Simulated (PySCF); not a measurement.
Ga(H)2(SeH) (GaH₃Se), SMILES [GaH2][SeH].

Geometry: PBE0-D3(BJ)/def2-TZVP.

Method: PySCF with TDA-LC-ωPBE/def2-SVPD.

Vertical excitations. Isolated molecule, no solvent. State labels are in the subgroup Cs.

Computed lowest excited states:
```json
[
 {"state": "S1", "symmetry": "A'", "energy (eV)": "5.62", "λ (nm)": "221", "f": "0.081", "main pairs": "HOMO→LUMO 89 %"},
 {"state": "S2", "symmetry": "A\"", "energy (eV)": "5.83", "λ (nm)": "213", "f": "0.000", "main pairs": "HOMO−1→LUMO 82 %"},
 {"state": "S3", "symmetry": "A\"", "energy (eV)": "5.96", "λ (nm)": "208", "f": "0.001", "main pairs": "HOMO→LUMO+3 37 %, HOMO→LUMO+1 24 %, HOMO→LUMO+7 12 %, HOMO−1→LUMO 12 %"},
 {"state": "S4", "symmetry": "A\"", "energy (eV)": "6.16", "λ (nm)": "201", "f": "0.000", "main pairs": "HOMO−2→LUMO 92 %"},
 {"state": "S5", "symmetry": "A\"", "energy (eV)": "6.46", "λ (nm)": "192", "f": "0.094", "main pairs": "HOMO→LUMO+2 75 %, HOMO→LUMO+1 12 %"},
 {"state": "S6", "symmetry": "A'", "energy (eV)": "7.43", "λ (nm)": "167", "f": "0.005", "main pairs": "HOMO−1→LUMO+1 39 %, HOMO−1→LUMO+3 37 %, HOMO−1→LUMO+7 10 %, HOMO−1→LUMO+2 7 %"},
 {"state": "S7", "symmetry": "A\"", "energy (eV)": "7.96", "λ (nm)": "156", "f": "0.114", "main pairs": "HOMO→LUMO+1 33 %, HOMO→LUMO+3 15 %, HOMO→LUMO+4 15 %, HOMO→LUMO+10 8 %"},
 {"state": "S8", "symmetry": "A'", "energy (eV)": "8.07", "λ (nm)": "154", "f": "0.806", "main pairs": "HOMO−1→LUMO+2 64 %, HOMO−1→LUMO+3 12 %"},
 {"state": "S9", "symmetry": "A\"", "energy (eV)": "8.18", "λ (nm)": "152", "f": "0.019", "main pairs": "HOMO→LUMO+4 78 %"},
 {"state": "S10", "symmetry": "A'", "energy (eV)": "8.41", "λ (nm)": "147", "f": "0.054", "main pairs": "HOMO→LUMO+6 68 %"},
 {"state": "T1", "symmetry": "A'", "energy (eV)": "4.68", "λ (nm)": "265", "f": "0", "main pairs": "HOMO→LUMO 93 %"},
 {"state": "T2", "symmetry": "A\"", "energy (eV)": "5.32", "λ (nm)": "233", "f": "0", "main pairs": "HOMO−1→LUMO 68 %, HOMO→LUMO+3 11 %"},
 {"state": "T3", "symmetry": "A\"", "energy (eV)": "5.48", "λ (nm)": "226", "f": "0", "main pairs": "HOMO→LUMO+3 29 %, HOMO→LUMO+1 18 %, HOMO−1→LUMO 16 %, HOMO−2→LUMO 15 %"},
 {"state": "T4", "symmetry": "A\"", "energy (eV)": "5.55", "λ (nm)": "223", "f": "0", "main pairs": "HOMO−2→LUMO 78 %"}
]
```
Triplets are in the Tamm–Dancoff approximation.
